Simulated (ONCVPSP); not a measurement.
**What the settings do to the ONCV potential of phosphorus (P)**

Base potential:

```
Element                 : phosphorus
Generator               : ONCVPSP 4.0.1
Type                    : optimised norm-conserving Vanderbilt (ONCV)
Functional              : PBE
Relativity              : scalar-relativistic
Frozen core             : [Ne]
Valence charge          : 5
Reference configuration : 3s1 3p4
Partial waves           : 3s: rc 1.30 bohr, ncon 4, nbas 7, qcut 4.1 1/bohr, 3 projectors, debl 1.1 Ha; 3p: rc 1.75 bohr, ncon 3, nbas 7, qcut 4.6 1/bohr, 1 projector; d scattering state at 0.27 Ha: rc 1.40 bohr, ncon 4, nbas 8, qcut 6.6 1/bohr, 1 projector
Local potential         : polynomial inside 1.15 bohr (lpopt 1, dvloc0 0 Ha)
Core correction         : Teter function, fcfact 2, rcfact 1.05
```

Cutoffs, loose and tight: the cutoffs (Ha) at which the residual kinetic energy of the hardest occupied pseudo-wave falls to 1 and 0.1 mHa per electron. They do not see the model core or the augmentation charge, which bear on the density cutoff. Test errors are all-electron minus pseudo excitation energies from the reference, over the configurations 3s2 3p3; 3s2 3p2; 3s2 3p1; 3s0 3p5. A dash means not determined; rows that change the core or the reference have their own tests.

A true bound ghost makes a file unfit for plane-wave use even where its test errors are small: the radial tests pick states by their node count and pass the ghost by.

```csv
change,outcome,"cutoff, loose","cutoff, tight",bound ghosts,GHOST(+) flags above zero,largest test error (meV)
base,generated,15 Ha,61 Ha,s,s,+1.5
"core correction Teter function, fcfact 1.1, rcfact 1.05",generated,15 Ha,61 Ha,s,s,+1.4
"core correction Teter function, fcfact 2.2, rcfact 1.05",generated,15 Ha,61 Ha,s,s,+1.7
"core correction Teter function, fcfact 2.7, rcfact 1.05",generated,15 Ha,61 Ha,s,s,+1.9
"core correction Teter function, fcfact 3.5, rcfact 1.05",generated,15 Ha,61 Ha,s,s,+2.2
"core correction Teter function, fcfact 4.3, rcfact 1.05",generated,15 Ha,61 Ha,s,s,+2.5
"core correction Teter function, fcfact 4.7, rcfact 1.05",generated,15 Ha,61 Ha,s,s,+2.6
"core correction Teter function, fcfact 5.6, rcfact 1.05",generated,15 Ha,61 Ha,s,s,+2.9
"core correction Teter function, fcfact 6.3, rcfact 1.05",generated,15 Ha,61 Ha,s,s,+3.2
"core correction Teter function, fcfact 6.8, rcfact 1.05",generated,15 Ha,61 Ha,s,s,+3.4
"core correction Teter function, fcfact 7.6, rcfact 1.05",generated,15 Ha,61 Ha,s,s,+3.7
```

Reading the sweep of the fcfact (base included, trends over the rows without a ghost): Bound ghosts are found at 1.1, 2, 2.2, 2.7, 3.5, 4.3, 4.7, 5.6, 6.3, 6.8, 7.6. Every judged row has one, so this setting neither creates nor removes them.
